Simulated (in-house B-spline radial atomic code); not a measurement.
Values are calculated unless marked as measured or tabulated.
Correlation energy from the adiabatic connection: ω²r²/2 − Z/r, ω = 2.55, Z = 1.5

Two electrons in a singlet, external potential ω²r²/2 − Z/r, ω = 2.55, Z = 1.5 (atomic units). Full CI in B-splines (partial waves to l = 8, correlation up to 0.6 % small) with the density held fixed gives W(λ) = <V_ee>_λ − U, and E_c is the integral of W(λ) − W(0) from 0 to 1.

```json
{"λ": "0", "W(λ) − W(0) (hartree)": "0.00000"}
{"λ": "0.02", "W(λ) − W(0) (hartree)": "-0.00186"}
{"λ": "0.05", "W(λ) − W(0) (hartree)": "-0.00462"}
{"λ": "0.12", "W(λ) − W(0) (hartree)": "-0.01097"}
{"λ": "0.25", "W(λ) − W(0) (hartree)": "-0.02241"}
{"λ": "0.4", "W(λ) − W(0) (hartree)": "-0.03508"}
{"λ": "0.6", "W(λ) − W(0) (hartree)": "-0.05113"}
{"λ": "0.8", "W(λ) − W(0) (hartree)": "-0.06629"}
{"λ": "1", "W(λ) − W(0) (hartree)": "-0.08062"}
```

(1) Integrate the table by the trapezoid rule.

(2) Now use only three numbers: W(0) = -1.5281, the initial slope W'(0) = -0.09306 (extrapolated from the first points) and the strong-coupling limit of the point-charge-plus-continuum model, W∞ = -2.1176. What do second-order theory and the interpolation W(λ) = W∞ + (W(0) − W∞)/√(1 + 2χλ) of Seidl, Perdew and Levy give?

Answers

(1) The strips give -0.00002, -0.00010, -0.00055, -0.00217, -0.00431, -0.00862, -0.01174, -0.01469, which sum to -0.04220 hartree. The direct value, W(1) − W(0) + T_c with T_c = 0.03837, is -0.04225; the curve is convex, so chords lie above it and the trapezoids fall short in size by 0.13 %.

(2) Second order keeps the slope alone: E_c = W'(0)/2 = -0.04653, +10 % in size against -0.04225. Matching the slope fixes χ = W'(0)/(W∞ − W(0)) = -0.09306/(-0.58950) = 0.15786. Integrating, with s = √(1 + 2χ) = 1.147051, E_c = −(W(0) − W∞)(s − 1)/(s + 1) = −0.58950 × 0.147051/2.147051 = -0.04037 hartree, -4.4 % in size against the full result. At λ = 1 the formula gives W − W(0) = -0.07557 against -0.08062. Part of the miss can come from the model's W∞.
